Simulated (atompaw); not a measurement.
**Reading a pseudo-wave (In)**

Columns: radius, all-electron u(r) and pseudo u(r) of the 5s shell (level -23.67 eV) of indium in the configuration [Kr] 4d10 5s1 5p0; PBE, scalar-relativistic, PAW (atompaw) scheme, atompaw 4.2.0.5.

```json
{"r (bohr)": "0.098", "all-electron": "-0.1493", "pseudo": "0.0759"}
{"r (bohr)": "0.196", "all-electron": "0.1582", "pseudo": "0.1511"}
{"r (bohr)": "0.294", "all-electron": "0.2172", "pseudo": "0.2246"}
{"r (bohr)": "0.392", "all-electron": "0.0209", "pseudo": "0.2958"}
{"r (bohr)": "0.490", "all-electron": "-0.2026", "pseudo": "0.3639"}
{"r (bohr)": "0.588", "all-electron": "-0.3385", "pseudo": "0.4283"}
{"r (bohr)": "0.687", "all-electron": "-0.3668", "pseudo": "0.4890"}
{"r (bohr)": "0.785", "all-electron": "-0.3085", "pseudo": "0.5444"}
{"r (bohr)": "0.883", "all-electron": "-0.1957", "pseudo": "0.5946"}
{"r (bohr)": "0.981", "all-electron": "-0.0565", "pseudo": "0.6393"}
{"r (bohr)": "1.079", "all-electron": "0.0890", "pseudo": "0.6784"}
{"r (bohr)": "1.177", "all-electron": "0.2280", "pseudo": "0.7117"}
{"r (bohr)": "1.275", "all-electron": "0.3531", "pseudo": "0.7393"}
{"r (bohr)": "1.373", "all-electron": "0.4607", "pseudo": "0.7611"}
{"r (bohr)": "1.471", "all-electron": "0.5499", "pseudo": "0.7774"}
{"r (bohr)": "1.569", "all-electron": "0.6208", "pseudo": "0.7884"}
{"r (bohr)": "1.667", "all-electron": "0.6747", "pseudo": "0.7942"}
{"r (bohr)": "1.765", "all-electron": "0.7132", "pseudo": "0.7954"}
{"r (bohr)": "1.863", "all-electron": "0.7381", "pseudo": "0.7920"}
{"r (bohr)": "1.962", "all-electron": "0.7513", "pseudo": "0.7845"}
{"r (bohr)": "2.060", "all-electron": "0.7543", "pseudo": "0.7732"}
{"r (bohr)": "2.158", "all-electron": "0.7489", "pseudo": "0.7585"}
{"r (bohr)": "2.256", "all-electron": "0.7366", "pseudo": "0.7407"}
{"r (bohr)": "2.354", "all-electron": "0.7187", "pseudo": "0.7200"}
{"r (bohr)": "2.452", "all-electron": "0.6964", "pseudo": "0.6966"}
{"r (bohr)": "2.550", "all-electron": "0.6708", "pseudo": "0.6708"}
```

Problem. How many radial nodes do the two functions have?

Solution. The all-electron 5s function has n − l − 1 = 4 (the table is too coarse to show those close to the nucleus); the pseudo-wave has 0, since the states of the same l below it are removed with the core.

Problem. Where does each function peak?

Solution. Outermost all-electron maximum near 2.06 bohr, pseudo maximum near 1.76 bohr (to the table’s step).

Problem. Is the pseudo-wave norm-conserving?

Solution. No, it belongs to a PAW set: the norm inside the radius is not constrained, and the difference is carried by the augmentation charge.
